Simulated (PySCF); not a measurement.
Electron affinity of Sb by level of theory

Sb⁻ [Kr] 4d10 5s2 5p4 (3P) → Sb [Kr] 4d10 5s2 5p3 (4S), as a difference of total energies. All numbers are calculated (PySCF 2.14, a scalar-relativistic core potential, in aug-cc-pVQZ-PP with one added diffuse shell each of s, p, d, f, g type with ECP28MDF (8s8p6d4f3g, 117 functions)). Correlated levels: valence: 4s2 4p6 4d10 frozen. The calculations carry no spin-orbit coupling.

```json
{"method": "UHF", "electron affinity (eV)": "-0.051"}
{"method": "LDA", "electron affinity (eV)": "1.192"}
{"method": "PBE0", "electron affinity (eV)": "0.900"}
{"method": "r2SCAN", "electron affinity (eV)": "0.928"}
{"method": "wB97X-V", "electron affinity (eV)": "0.989"}
{"method": "M06", "electron affinity (eV)": "1.009"}
{"method": "MP2 (valence)", "electron affinity (eV)": "0.688"}
{"method": "SCS-MP2 (valence)", "electron affinity (eV)": "0.757"}
```

Problem. Estimate what PBE gives.

Solution. 0.977 eV, closest to wB97X-V among the rows shown.

Problem. Estimate what B3LYP gives.

Solution. 1.090 eV, closest to M06 among the rows shown.

The reference lies between the lowest fine-structure levels, while these numbers refer to the centres of the terms.

Errors of the correlated levels include the incompleteness of this basis and the frozen core.

A negative affinity means that the anion lies above the atom at that level of theory.

In the anion the highest occupied orbital energy is positive at LDA, PBE, PBE0, r2SCAN, M06, B3LYP, a self-interaction effect; the basis confines that electron, and the energy difference can still be sensible.

For comparison: 1.047 eV (measured; photodetachment measurements, as compiled on the Wikipedia data page of electron affinities).
